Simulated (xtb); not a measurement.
Input file for xtb: GFN-FF on ClH2NSi (SMILES N[Si]Cl), a point of a torsion scan.

```
$ xtb mol.xyz --gfnff --sp --chrg 0 --uhf 0
5

N     -0.65152820    -0.03473987    -0.02974266
Si     0.83310954    -0.66908209     0.53665122
Cl     0.28074943    -2.67509180     0.74484164
H     -0.93715751     0.91265945     0.15355352
H     -1.44964669    -0.62433876    -0.23477755
```

**Question.** What total energy does the run end on?

**Answer.** -0.5384 hartree.
